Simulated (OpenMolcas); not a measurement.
## Ni3+: input and output

Ni3+ among 4 point charges of -2 e arranged as a square (D4h), 1.87 Å from the ion. With inversion symmetry the input lists one of each pair of outer charges.

Input:

```
&GATEWAY
Coord
1

Ni 0.0 0.0 0.0
Basis=ANO-RCC-VTZP
Group=XYZ
NoMove
AngMom=0.0 0.0 0.0
AMFI
XField
2 Angstrom 0
1.870000 0.000000 0.000000 -2.000000
0.000000 1.870000 0.000000 -2.000000
&SEWARD
* reference wave functions (RASSCF and RASSI steps not shown): 7 electrons in 5 orbitals (3d)
>>> COPY JOB001 $Project.JobIph
&CASPT2
Multistate=10 1 2 3 4 5 6 7 8 9 10
NoMult
Frozen=2 3
IPEA=0.25
Imaginary=0.1
MaxIter=60
WThr=0.0 0.3 0.05
PrWF=0.5
NoMix
>>> COPY JOB002 $Project.JobIph
&CASPT2
Multistate=40 1 2 3 4 5 6 7 8 9 10 11 12 13 14 15 16 17 18 19 20 21 22
23 24 25 26 27 28 29 30 31 32 33 34 35 36 37 38 39 40
NoMult
Frozen=2 3
IPEA=0.25
Imaginary=0.1
MaxIter=60
WThr=0.0 0.3 0.05
PrWF=0.5
NoMix
```

Launched by
```bash
OMP_NUM_THREADS=1 MOLCAS_MEM=1689 MOLCAS_PROJECT=a pymolcas a.inp > a.log  # once for each step of the input, in one work folder
```

Output, cut to the results:

```
--- CASPT2 ---
Orbital specifications:
      -----------------------

      Symmetry species                           1   2
                                                ag  au
      Frozen orbitals                            2   3
      Inactive orbitals                          1   3
      Active orbitals                            5   0
      Secondary orbitals                        22  23
      Deleted orbitals                           0   0
      Number of basis functions                 30  29
Type of calculation                        SS-CASPT2
      Fock operator                              state-specific
      IPEA shift                                 0.25
      Real shift                                 0.00
      Imaginary shift                            0.10
      The input orbitals will be transformed to quasi-canonical
Reference energy:       -1523.8349603038
      E2 (Non-variational):      -0.5332891360
      Shift correction:          -0.0000726034
      E2 (Variational):          -0.5333617393
      Total energy:           -1524.3683220431
      Residual norm:              0.0000008522
      Reference weight:           0.95073
      Contributions to the CASPT2 correlation energy
      Active & Virtual Only:         -0.1878342252
      One Inactive Excited:          -0.2545117280
      Two Inactive Excited:          -0.0909431827
Reference energy:       -1523.8321354201
      E2 (Non-variational):      -0.5362118790
      Shift correction:          -0.0000751551
      E2 (Variational):          -0.5362870341
      Total energy:           -1524.3684224542
      Residual norm:              0.0000007056
      Reference weight:           0.94992
      Contributions to the CASPT2 correlation energy
      Active & Virtual Only:         -0.1897580432
      One Inactive Excited:          -0.2551943571
      Two Inactive Excited:          -0.0912594787
::    CASPT2 Root  1     Total energy:  -1524.36832204
::    CASPT2 Root  2     Total energy:  -1524.36842245
::    CASPT2 Root  3     Total energy:  -1524.36842246
::    CASPT2 Root  4     Total energy:  -1524.35320352
::    CASPT2 Root  5     Total energy:  -1524.33855052
::    CASPT2 Root  6     Total energy:  -1524.33766575
::    CASPT2 Root  7     Total energy:  -1524.33766575
::    CASPT2 Root  8     Total energy:  -1524.28127900
::    CASPT2 Root  9     Total energy:  -1524.28127899
::    CASPT2 Root 10     Total energy:  -1524.21623479
--- CASPT2 ---
Orbital specifications:
      -----------------------

      Symmetry species                           1   2
                                                ag  au
      Frozen orbitals                            2   3
      Inactive orbitals                          1   3
      Active orbitals                            5   0
      Secondary orbitals                        22  23
      Deleted orbitals                           0   0
      Number of basis functions                 30  29
Type of calculation                        SS-CASPT2
      Fock operator                              state-specific
      IPEA shift                                 0.25
      Real shift                                 0.00
      Imaginary shift                            0.10
      The input orbitals will be transformed to quasi-canonical
Reference energy:       -1523.7364500384
      E2 (Non-variational):      -0.5421534029
      Shift correction:          -0.0000749747
      E2 (Variational):          -0.5422283777
      Total energy:           -1524.2786784161
      Residual norm:              0.0000002041
      Reference weight:           0.94975
      Contributions to the CASPT2 correlation energy
      Active & Virtual Only:         -0.1923355468
      One Inactive Excited:          -0.2577472097
      Two Inactive Excited:          -0.0920706464
Reference energy:       -1523.7328411042
      E2 (Non-variational):      -0.5443574777
      Shift correction:          -0.0000721583
      E2 (Variational):          -0.5444296360
      Total energy:           -1524.2772707402
      Residual norm:              0.0000003283
      Reference weight:           0.94933
      Contributions to the CASPT2 correlation energy
      Active & Virtual Only:         -0.1928820302
      One Inactive Excited:          -0.2599023186
      Two Inactive Excited:          -0.0915731290
::    CASPT2 Root  1     Total energy:  -1524.27867842
::    CASPT2 Root  2     Total energy:  -1524.27727074
::    CASPT2 Root  3     Total energy:  -1524.27672838
::    CASPT2 Root  4     Total energy:  -1524.27672838
::    CASPT2 Root  5     Total energy:  -1524.27443374
::    CASPT2 Root  6     Total energy:  -1524.27153292
::    CASPT2 Root  7     Total energy:  -1524.27153292
::    CASPT2 Root  8     Total energy:  -1524.26702921
::    CASPT2 Root  9     Total energy:  -1524.26280264
::    CASPT2 Root 10     Total energy:  -1524.25902436
::    CASPT2 Root 11     Total energy:  -1524.25902436
::    CASPT2 Root 12     Total energy:  -1524.26280341
::    CASPT2 Root 13     Total energy:  -1524.26280341
::    CASPT2 Root 14     Total energy:  -1524.25662261
::    CASPT2 Root 15     Total energy:  -1524.24597652
::    CASPT2 Root 16     Total energy:  -1524.23904423
::    CASPT2 Root 17     Total energy:  -1524.23334583
::    CASPT2 Root 18     Total energy:  -1524.23534127
::    CASPT2 Root 19     Total energy:  -1524.22698736
::    CASPT2 Root 20     Total energy:  -1524.22698736
::    CASPT2 Root 21     Total energy:  -1524.23221217
::    CASPT2 Root 22     Total energy:  -1524.21304858
::    CASPT2 Root 23     Total energy:  -1524.21304859
::    CASPT2 Root 24     Total energy:  -1524.21762402
::    CASPT2 Root 25     Total energy:  -1524.21393583
::    CASPT2 Root 26     Total energy:  -1524.20541276
::    CASPT2 Root 27     Total energy:  -1524.21306862
::    CASPT2 Root 28     Total energy:  -1524.21306862
::    CASPT2 Root 29     Total energy:  -1524.15917830
...
```

Spin-orbit levels above the lowest (labels of D4, the rotations of D4h), with the averaged single-state CASPT2 energies on the diagonal:

```json
{"E (cm-1)": "0", "Degeneracy": "2", "Label": "E1/2", "2S+1": "4", "g": "1.58 6.50 6.50"}
{"E (cm-1)": "170", "Degeneracy": "2", "Label": "E3/2", "2S+1": "4", "g": "1.11 1.11 4.59"}
{"E (cm-1)": "560", "Degeneracy": "2", "Label": "E3/2", "2S+1": "4", "g": "0.91 0.91 7.72"}
{"E (cm-1)": "1200", "Degeneracy": "2", "Label": "E1/2", "2S+1": "4", "g": "2.16 4.33 4.33"}
{"E (cm-1)": "1580", "Degeneracy": "2", "Label": "E3/2", "2S+1": "4", "g": "0.32 0.32 5.07"}
{"E (cm-1)": "2120", "Degeneracy": "2", "Label": "E1/2", "2S+1": "4", "g": "1.91 1.91 2.23"}
{"E (cm-1)": "4150", "Degeneracy": "2", "Label": "E1/2", "2S+1": "4", "g": "0.06 0.06 7.73"}
{"E (cm-1)": "4400", "Degeneracy": "2", "Label": "E3/2", "2S+1": "4", "g": "2.67 3.42 3.42"}
{"E (cm-1)": "6630", "Degeneracy": "2", "Label": "E1/2", "2S+1": "4", "g": "0.02 0.02 11.71"}
{"E (cm-1)": "7210", "Degeneracy": "2", "Label": "E1/2", "2S+1": "4", "g": "0.03 0.03 6.38"}
{"E (cm-1)": "7280", "Degeneracy": "2", "Label": "E3/2", "2S+1": "4", "g": "1.53 5.02 5.02"}
{"E (cm-1)": "7950", "Degeneracy": "2", "Label": "E1/2", "2S+1": "4", "g": "0.01 0.01 5.56"}
{"E (cm-1)": "8340", "Degeneracy": "2", "Label": "E3/2", "2S+1": "4", "g": "2.17 2.17 3.47"}
{"E (cm-1)": "8960", "Degeneracy": "2", "Label": "E3/2", "2S+1": "4", "g": "0.28 1.11 1.11"}
{"E (cm-1)": "19740", "Degeneracy": "2", "Label": "E3/2", "2S+1": "4", "g": "0.02 0.02 7.93"}
{"E (cm-1)": "19830", "Degeneracy": "2", "Label": "E3/2", "2S+1": "4", "g": "0.02 0.02 3.95"}
{"E (cm-1)": "20000", "Degeneracy": "2", "Label": "E1/2", "2S+1": "4 (59 %)", "g": "0.69 0.69 1.76"}
{"E (cm-1)": "20150", "Degeneracy": "2", "Label": "E1/2", "2S+1": "2 (58 %)", "g": "0.69 0.69 3.05"}
{"E (cm-1)": "20360", "Degeneracy": "2", "Label": "E1/2", "2S+1": "4", "g": "2.01 2.01 3.82"}
{"E (cm-1)": "20630", "Degeneracy": "2", "Label": "E1/2", "2S+1": "2", "g": "1.60 3.06 3.06"}
```

Spin-orbit coupling mixes the spin-free states strongly: the lowest level takes only 52 % from its leading state, 4A2, which lies 22 cm-1 above the lowest spin-free state. An orbital doublet at a regular site is open to a Jahn-Teller distortion, which this geometry leaves out. Point charges give a weaker field than real ligands, and real ions of this kind are often low spin; the high spin found here belongs to the model. Free-ion shares, where given, are those of the reference states; single-state CASPT2 does not remix them. Point charges carry no covalency, so the field is a model and not that of real ligands. No measured value stands beside these numbers.
